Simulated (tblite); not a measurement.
C9H10OS.
Numbering: `[CH3:1][c:2]1[cH:3][cH:4][c:5]2[c:6]([cH:7]1)[S@@:8](=[O:9])[CH2:10][CH2:11]2` (hydrogens: H12, H13, H14 on C1; H15 on C3; H16 on C4; H17 on C7; H18, H19 on C10; H20, H21 on C11)

Computed geometry: GFN2-xTB, gas phase.

Q: List the bond lengths, angles and torsions at this level.

A: 
```csv
bond,length (pm),order
C1–C2,149.8,single
C2–C3,139.1,aromatic
C3–C4,138.5,aromatic
C4–C5,138.4,aromatic
C5–C6,138.7,aromatic
C6–C7,137.9,aromatic
C6–S8,182.1,single
S8=O9,146.6,double
S8–C10,186.2,single
C10–C11,152.1,single
C2–C7,139.1,aromatic
C5–C11,149.8,single
"C1–H12, C1–H13, C1–H14",108.8,single
C3–H15,108.0,single
C4–H16,108.0,single
C7–H17,108.0,single
C10–H18,108.9,single
C10–H19,108.7,single
C11–H20,109.5,single
C11–H21,109.2,single
```

Bonds in one row agree within 1 pm and their mean is given. Orders are formal, as drawn. A selection of angles:
```csv
angle,degrees
C1–C2–C3,120.5
C1–C2–C7,120.8
C3–C2–C7,118.7
C2–C3–C4,121.5
C3–C4–C5,119.5
C4–C5–C6,118.8
C4–C5–C11,126.8
C6–C5–C11,114.3
C5–C6–C7,122.0
C5–C6–S8,112.9
C7–C6–S8,125.0
C2–C7–C6,119.4
C6–S8–O9,105.5
C6–S8–C10,87.8
O9–S8–C10,107.3
S8–C10–C11,107.2
C5–C11–C10,106.3
```

Torsions: C5–C6–S8–O9 -89° (synclinal); C6–S8–C10–C11 -30°; S8–C10–C11–C5 34° (synclinal); C4–C5–C11–C10 160° (antiperiplanar).

The 9 C–C bonds span 1.379 Å (C6–C7, aromatic) to 1.521 Å (C10–C11, drawn single), a spread of 0.142 Å. S8 (sulfinyl sulfur) is pyramidal (angles 107.3°, 105.5° and 87.8°, sum 300.7°, 0.77 Å off the plane of its three neighbours). The 5-membered ring C5–C6–S8–C10–C11 has internal angles of 87.8° to 114.3°; it is puckered, 0.16 Å rms from its mean plane, widest ring torsion 34°. The 2 C–S bonds span 1.821 Å (C6–S8, drawn single) to 1.862 Å (S8–C10, drawn single), a spread of 0.041 Å. Of the pairs four or more bonds apart, H12···H17 is among the closest relative to their van der Waals radii: 2.44 Å, 102 % of the sum of Bondi's values. The 6-membered ring C2–C3–C4–C5–C6–C7 has internal angles of 118.7° to 122.0°; it is planar, 0.00 Å rms from its mean plane, widest ring torsion 0°.

Point group: C1 (no symmetry element, even within 0.4 Å). GFN2-xTB frequencies show an imaginary mode (25i cm⁻¹), so the point is no minimum at that level.
